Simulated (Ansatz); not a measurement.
Consider the homolysis of the B–Cl bond: `ClBBr` → `[BH]Br`• + Cl•.

Program: Ansatz. Geometries: PBE0-D4/def2-TZVP. ΔE: electronic, gas phase. CCSD(T)/CBS is the MP2 limit (def2-TZVPP, def2-QZVPP) plus CCSD(T) − MP2 in def2-TZVPP, frozen cores. This one scheme is used for every species, atoms too. DFT in def2-TZVPP. B3LYP here is the variant with VWN-RPA as its local correlation; programs differ in this. HSE06 is defined as in plane-wave codes. No spin–orbit coupling; open shells (•) take unrestricted orbitals. Spin–orbit coupling would lower the free atoms: a little for Cl. For Br outer-core shells are correlated without core-valence functions, so the limit isn't a true one: a few kJ/mol of doubt a bond, and 10 to 20 or more in all where bonds break to atoms. Scalar relativity is left out up to krypton.

| level | ΔE (kJ/mol) | difference from CCSD(T)/CBS |
| --- | --- | --- |
| LDA (SPW92) | 589.7 | 69.8 |
| PBE-D4 | 523.5 | 3.6 |
| revPBE-D4 | 508.2 | -11.7 |
| BLYP-D4 | 501.1 | -18.8 |
| r2SCAN-D4 | 508.7 | -11.2 |
| B97M-V | 525.9 | 6.0 |
| PBE0-D4 | 515.5 | -4.4 |
| B3LYP-D4 | 503.1 | -16.8 |
| r2SCANh-D4 | 505.6 | -14.3 |
| r2SCAN0-D4 | 501.1 | -18.8 |
| BHLYP-D4 | 492.1 | -27.8 |
| CAM-B3LYP-D4 | 505.8 | -14.1 |
| ωB97X-V | 520.4 | 0.5 |
| ωB97M-V | 528.9 | 9.0 |
| B2PLYP | 505.8 | -14.1 |
| PBE | 518.7 | -1.2 |
| revPBE | 495.5 | -24.4 |
| BLYP | 490.7 | -29.2 |
| r2SCAN | 507.7 | -12.2 |
| PBE0 | 511.5 | -8.4 |
| B3LYP | 495.2 | -24.7 |
| r2SCANh | 504.5 | -15.4 |
| r2SCAN0 | 499.8 | -20.1 |
| HSE06 | 512.2 | -7.7 |
| BHLYP | 485.4 | -34.5 |
| CAM-B3LYP | 501.7 | -18.2 |
| LC-ωPBE | 503.6 | -16.3 |
| RPA@PBE/def2-TZVPP | 467.6 | -52.3 |
| HF/def2-SVP | 390.9 | -129.0 |
| MP2/def2-SVP | 512.9 | -7.0 |
| CCSD/def2-SVP | 488.2 | -31.7 |
| CCSD(T)/def2-SVP | 496.1 | -23.8 |
| HF/def2-TZVPP | 384.7 | -135.2 |
| MP2/def2-TZVPP | 529.4 | 9.5 |
| CCSD/def2-TZVPP | 493.5 | -26.4 |
| HF/def2-QZVPP | 384.5 | -135.4 |
| MP2/def2-QZVPP | 537.6 | 17.7 |
| SCS-MP2/def2-QZVPP | 524.8 | 4.9 |
| HF/CBS(def2) | 384.4 | -135.5 |
| CCSD/CBS(def2) | 507.9 | -12.0 |
| CCSD(T)/CBS | 519.9 | 0 |

Largest T1 diagnostic among the species: 0.013.

At CCSD(T), def2-SVP lies −23.8 kJ/mol from the extrapolated value and def2-TZVPP −14.4 kJ/mol: correlation converges slowly with the basis, and small sets miss more of it in the bonded molecule than in its fragments. From r2SCAN to r2SCAN0 (25 % exact exchange), in def2-TZVPP and without D4, ΔE moves by −7.9 kJ/mol: exact exchange takes away binding that semilocal exchange gives to molecules. Leaving LDA and LC-ωPBE aside and taking each functional with its dispersion term where it has one, the values spread over 36.9 kJ/mol, from BHLYP-D4 to ωB97M-V. LDA lies +71.0 kJ/mol from PBE without D4, its usual overbinding.

CCSD(T)/CBS has its own doubt, a few kJ/mol and more with outer-core shells, so smaller differences from it don't rank the levels.
